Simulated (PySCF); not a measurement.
AgI: energy against distance

Set-up: PySCF, scalar-relativistic core potentials, basis sets Ag def2-TZVPP with ECP28, I def2-TZVPP with ECP28. Energies in eV from Ag (4d10 5s1) + I in their ground configurations at the same level. State: ¹Σ⁺ (singlet), closed shell.

All columns are PBE0. A positive dipole means Ag(−)I(+).

```tsv
R (Å)	E (eV)	μ (D)	Mulliken charge on Ag (basis-dependent)	HOMO (eV)	LUMO (eV)	Mayer bond order	⟨S²⟩
2.210	-1.691	-4.11	0.32	-6.92	-2.67	1.35	0.00
2.313	-2.205	-4.33	0.32	-6.90	-2.78	1.26	0.00
2.416	-2.474	-4.58	0.32	-6.86	-2.90	1.19	0.00
2.493	-2.566	-4.77	0.33	-6.84	-3.00	1.14	0.00
2.570	-2.589	-4.98	0.34	-6.80	-3.10	1.10	0.00
2.647	-2.563	-5.19	0.35	-6.76	-3.19	1.06	0.00
2.750	-2.473	-5.48	0.36	-6.71	-3.33	1.01	0.00
2.878	-2.303	-5.85	0.38	-6.64	-3.50	0.97	0.00
3.033	-2.055	-6.30	0.40	-6.55	-3.69	0.92	0.00
3.238	-1.702	-6.87	0.42	-6.45	-3.94	0.88	0.00
```

A fit through these points gives, at Re = 2.564 Å, μ = -4.96 D and dμ/dR = -2.69 D/Å; the reduced mass is 58.02 u.

Question: How strong is the fundamental in the double-harmonic approximation, I = 42.26·(dμ/dR)²/μred km/mol?

Answer: I = 42.26·(-2.69)²/58.02 = 5.27 km/mol at PBE0.

Spin–orbit coupling is left out, which matters for elements this heavy, above all for dissociation energies.
